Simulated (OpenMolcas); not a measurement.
Pr4+: ligand-field states by method

Pr4+ with 7 ligands (chloride) in pentagonal bipyramidal coordination (D5h) at 2.64 Å, the axial distance 2.930 Å. A charge of +0.429 e stands 2.4 Å behind each ligand. Ligand basis ANO-RCC-VDZP.

| Quantity | Value |
| --- | --- |
| Program | OpenMolcas |
| Basis | ANO-RCC-VDZP [7s6p4d2f1g] |
| Scalar Hamiltonian | DKH2, point nucleus |
| Active space | 1 electron in 7 orbitals (4f) |
| State averaging | 2S+1 = 2 odd, 7 roots |
| Spin-orbit coupling | state interaction with AMFI integrals over the reference wave functions |

I. CASSCF
II. SS-CASPT2, IPEA 0.25 Eh, imaginary shift 0.1 Eh (closed shells correlated: 5s 5p and the ligand valence shells)

Spin-free states in cm-1, each column counted from its own energy of the first state listed:

| State | Degeneracy | I | II |
| --- | --- | --- | --- |
| 2S+1 = 2 | 2 | 0 | 0 |
| 2S+1 = 2 | 2 | 251 | 210 |
| 2S+1 = 2 | 1 | 364 | 480 |
| 2S+1 = 2 | 2 | 1332 | 1430 |

With spin-orbit coupling the lowest J multiplet is 975 (I), 1055 (II) cm-1 wide, a factor of 1.08 from I to II.

χT at 300 K: I 0.65, II 0.63 cm3 K/mol.

Over all roots computed the reference weight is 0.63 in II; a low but even weight reflects the number of correlated electrons. Splittings of an f shell from a small cluster at a set distance can be off by tens of per cent, mostly too small (holds for II). The distance lies 1 % under the 2.67 Å that this model takes as the normal distance (a Shannon-type radius plus a fixed donor radius); by an R⁻⁵ law this alone changes a d-shell field by about +6 %. No measured value stands beside these numbers; the geometry is a model, was not optimised and need not be the one that this ion takes.

A state without a sure symmetry label is named by its multiplicity alone.
